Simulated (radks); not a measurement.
Q: Coherent X-ray form factor from a spherical all-electron density. Calculated with a radial shooting solver on a logarithmic mesh with Libxc functionals: scalar-relativistic Kohn-Sham, PBE, spin-polarised, spherical densities, point nucleus.

| sin(theta)/lambda (1/angstrom) | f0 (electrons) |
|---|---|
| 0.05 | 60.589 |
| 0.1 | 57.516 |
| 0.15 | 54.125 |
| 0.2 | 50.710 |
| 0.25 | 47.333 |
| 0.3 | 44.117 |
| 0.4 | 38.509 |
| 0.5 | 33.972 |
| 0.6 | 30.206 |
| 0.8 | 24.293 |
| 1 | 20.205 |
| 1.25 | 16.971 |
| 1.5 | 14.750 |
| 2 | 11.025 |

The species is in the configuration that NIST lists as its ground one. Which atom or ion scatters so?

A: Neutral samarium, [Xe] 4f6 6s2. Extrapolating in s^2 from the first two rows gives f0(0) = 61.6, near the electron count 62; among species with that count, the fall with angle is slower the higher Z, and the table is that of Z = 62; from so few rows the species is fixed only to a neighbour or two.
